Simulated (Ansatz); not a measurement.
The cluster Na3Br4. Total charge 0; doublet. Geometry r2SCAN-D4/def2-SVP.

```xyz
7

Na   -0.9177   -2.2042    0.2200
Na   -0.7277    2.1950    0.6308
Na    1.7716    0.0246   -1.0789
Br    0.2681   -0.1937    1.9459
Br    0.9630   -2.4921   -1.6258
Br   -2.5450    0.0116    1.0497
Br    1.1877    2.6587   -1.1419
```

HSE06 is defined as in plane-wave codes, on full-range PBE exchange. In the doublet, Br4 and Br6 lie 2.96 Å apart (atoms count from 1), so these atoms are partly bonded to each other. Another isomer (doublet) lies 0.04 eV lower at PBE0-D4/def2-SVP; other spin states weren't run for this one.

**Question.** Estimate the α-spin orbital energies around the gap (eV) in Ansatz with HF/STO-3G, PBE-D4/def2-SVP, BLYP-D4/def2-SVP, PBE0-D4/def2-SVP, HSE06-D4/def2-SVP.

**Answer.** 
```json
{"orbital": "HOMO−13", "HF/STO-3G": "-19.60", "PBE-D4/def2-SVP": "-17.21", "BLYP-D4/def2-SVP": "-17.05", "PBE0-D4/def2-SVP": "-19.35", "HSE06-D4/def2-SVP": "-18.92"}
{"orbital": "HOMO−12", "HF/STO-3G": "-19.56", "PBE-D4/def2-SVP": "-17.18", "BLYP-D4/def2-SVP": "-17.02", "PBE0-D4/def2-SVP": "-19.32", "HSE06-D4/def2-SVP": "-18.90"}
{"orbital": "HOMO−11", "HF/STO-3G": "-10.83", "PBE-D4/def2-SVP": "-9.20", "BLYP-D4/def2-SVP": "-8.87", "PBE0-D4/def2-SVP": "-10.92", "HSE06-D4/def2-SVP": "-10.50"}
{"orbital": "HOMO−10", "HF/STO-3G": "-9.34", "PBE-D4/def2-SVP": "-8.20", "BLYP-D4/def2-SVP": "-7.93", "PBE0-D4/def2-SVP": "-9.71", "HSE06-D4/def2-SVP": "-9.30"}
{"orbital": "HOMO−9", "HF/STO-3G": "-8.92", "PBE-D4/def2-SVP": "-7.88", "BLYP-D4/def2-SVP": "-7.60", "PBE0-D4/def2-SVP": "-9.40", "HSE06-D4/def2-SVP": "-8.99"}
{"orbital": "HOMO−8", "HF/STO-3G": "-8.40", "PBE-D4/def2-SVP": "-7.41", "BLYP-D4/def2-SVP": "-7.15", "PBE0-D4/def2-SVP": "-8.88", "HSE06-D4/def2-SVP": "-8.48"}
{"orbital": "HOMO−7", "HF/STO-3G": "-8.22", "PBE-D4/def2-SVP": "-7.14", "BLYP-D4/def2-SVP": "-6.88", "PBE0-D4/def2-SVP": "-8.63", "HSE06-D4/def2-SVP": "-8.22"}
{"orbital": "HOMO−6", "HF/STO-3G": "-7.45", "PBE-D4/def2-SVP": "-6.52", "BLYP-D4/def2-SVP": "-6.27", "PBE0-D4/def2-SVP": "-8.03", "HSE06-D4/def2-SVP": "-7.63"}
{"orbital": "HOMO−5", "HF/STO-3G": "-6.19", "PBE-D4/def2-SVP": "-6.47", "BLYP-D4/def2-SVP": "-6.23", "PBE0-D4/def2-SVP": "-7.64", "HSE06-D4/def2-SVP": "-7.24"}
{"orbital": "HOMO−4", "HF/STO-3G": "-6.07", "PBE-D4/def2-SVP": "-6.36", "BLYP-D4/def2-SVP": "-6.15", "PBE0-D4/def2-SVP": "-7.52", "HSE06-D4/def2-SVP": "-7.12"}
{"orbital": "HOMO−3", "HF/STO-3G": "-6.02", "PBE-D4/def2-SVP": "-6.27", "BLYP-D4/def2-SVP": "-6.05", "PBE0-D4/def2-SVP": "-7.46", "HSE06-D4/def2-SVP": "-7.06"}
{"orbital": "HOMO−2", "HF/STO-3G": "-5.86", "PBE-D4/def2-SVP": "-6.15", "BLYP-D4/def2-SVP": "-5.93", "PBE0-D4/def2-SVP": "-7.33", "HSE06-D4/def2-SVP": "-6.93"}
{"orbital": "HOMO−1", "HF/STO-3G": "-5.58", "PBE-D4/def2-SVP": "-5.93", "BLYP-D4/def2-SVP": "-5.72", "PBE0-D4/def2-SVP": "-7.09", "HSE06-D4/def2-SVP": "-6.69"}
{"orbital": "HOMO", "HF/STO-3G": "-5.55", "PBE-D4/def2-SVP": "-5.88", "BLYP-D4/def2-SVP": "-5.67", "PBE0-D4/def2-SVP": "-7.04", "HSE06-D4/def2-SVP": "-6.65"}
{"orbital": "LUMO", "HF/STO-3G": "11.54", "PBE-D4/def2-SVP": "-1.67", "BLYP-D4/def2-SVP": "-1.63", "PBE0-D4/def2-SVP": "-1.11", "HSE06-D4/def2-SVP": "-1.43"}
{"orbital": "LUMO+1", "HF/STO-3G": "11.71", "PBE-D4/def2-SVP": "-1.01", "BLYP-D4/def2-SVP": "-0.98", "PBE0-D4/def2-SVP": "-0.47", "HSE06-D4/def2-SVP": "-0.79"}
{"orbital": "LUMO+2", "HF/STO-3G": "12.40", "PBE-D4/def2-SVP": "-0.66", "BLYP-D4/def2-SVP": "-0.60", "PBE0-D4/def2-SVP": "-0.07", "HSE06-D4/def2-SVP": "-0.39"}
{"orbital": "LUMO+3", "HF/STO-3G": "18.35", "PBE-D4/def2-SVP": "0.15", "BLYP-D4/def2-SVP": "0.29", "PBE0-D4/def2-SVP": "0.71", "HSE06-D4/def2-SVP": "0.37"}
{"orbital": "LUMO+4", "HF/STO-3G": "18.88", "PBE-D4/def2-SVP": "0.61", "BLYP-D4/def2-SVP": "0.76", "PBE0-D4/def2-SVP": "1.22", "HSE06-D4/def2-SVP": "0.88"}
{"orbital": "LUMO+5", "HF/STO-3G": "18.92", "PBE-D4/def2-SVP": "0.79", "BLYP-D4/def2-SVP": "0.87", "PBE0-D4/def2-SVP": "1.35", "HSE06-D4/def2-SVP": "1.01"}
{"orbital": "β HOMO", "HF/STO-3G": "-5.55", "PBE-D4/def2-SVP": "-5.86", "BLYP-D4/def2-SVP": "-5.64", "PBE0-D4/def2-SVP": "-7.04", "HSE06-D4/def2-SVP": "-6.64"}
{"orbital": "β LUMO", "HF/STO-3G": "2.40", "PBE-D4/def2-SVP": "-5.69", "BLYP-D4/def2-SVP": "-5.48", "PBE0-D4/def2-SVP": "-5.08", "HSE06-D4/def2-SVP": "-5.45"}
```
